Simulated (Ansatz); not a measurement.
Calculated with Ansatz (gas phase, PBE0-D4/def2-TZVP geometries, no zero-point term in ΔE). CBS: MP2 limit from def2 TZ/QZ plus the TZ coupled-cluster correction, frozen cores. This one scheme is used for every species. DFT in def2-TZVPP. For Ga outer-core shells are correlated without core-valence functions, which leaves a few kJ/mol of doubt a bond. Scalar relativity is left out up to krypton. One conformer a species, not always the lowest.

`F[CH]([SiH3])[GaH2]` + `PP` → `P[PH][GaH2]` + `FC[SiH3]`  (ligand exchange at a Ga–C bond)

```csv
level,ΔE (eV)
PBE,-0.72
BHLYP,-0.61
CCSD(T)/def2-TZVPP,-0.68
MP2/def2-QZVPP,-0.75
```

**Question.** What does CCSD(T)/CBS give? (Estimate.)

**Answer.** The calculation gave: -0.70 eV. The listed levels differ from it by -0.02, 0.09, 0.02, -0.05 eV.

Largest T1 diagnostic among the species: 0.014.

Leaving LDA and LC-ωPBE aside and taking each functional with its dispersion term where it has one, the values, not all of them listed here, spread over 0.18 eV, from PBE-QIDH to BLYP-D4. LDA lies −0.08 eV from PBE without D4. At CCSD(T), def2-SVP lies +0.11 eV from the extrapolated value and def2-TZVPP +0.02 eV. In def2-TZVPP, CCSD(T) changes the Hartree–Fock value by −0.12 eV (the triples alone add −0.04 eV) and MP2 by −0.19 eV.
